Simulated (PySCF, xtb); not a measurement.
Si(H)2(F)(OH) (FH₃OSi), SMILES [SiH2](O)F.

xtb 6.7.1 with GFN2-xTB at its own geometry gives an orbital gap of 6.72 eV and a dipole moment of 0.92 D.

Geometry: B3LYP-D3(BJ)/def2-TZVP. A frequency run showed that this geometry is not a minimum. Other conformers were not sampled.

Q: What does CAM-B3LYP/def2-TZVPD (PySCF) give? (Estimate from the structure and the level; the computed values follow.)

A: gap 10.98 eV (levels -10.46 and 0.51 eV), dipole 0.56 D.
